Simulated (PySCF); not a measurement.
Sc(2+) (scandium, charge +2) across methods

[Ar] 4s1, 2S determinant (an excited configuration). Computed with PySCF 2.14 in aug-cc-pVQZ-DK (9s8p6d4f3g2h, 140 functions), with the spin-free X2C one-electron Hamiltonian (Gaussian nucleus).

```
   method  E (hartree)  mean ε 3p α (eV)  mean ε 3p β (eV)  mean ε 4s α (eV)  Σ⟨r²⟩ (bohr²)   ⟨S²⟩
     BLYP     -763.370           -54.605           -54.451           -18.468          22.36  0.750
   r2SCAN     -763.296           -55.718           -55.545           -18.578          22.57  0.750
      PBE     -763.114           -54.826           -54.615           -18.473          22.44  0.750
      LDA     -761.345           -54.843           -54.661           -18.689          22.33  0.750
      UHF   -762.53117           -63.951           -63.753           -20.955          22.93  0.750
     TPSS     -763.359           -55.123           -54.929           -18.352          22.52  0.750
BHandHLYP     -763.361           -59.791           -59.630           -19.920          22.50  0.750
     PBE0     -763.159           -57.427           -57.223           -19.209          22.50  0.750
```
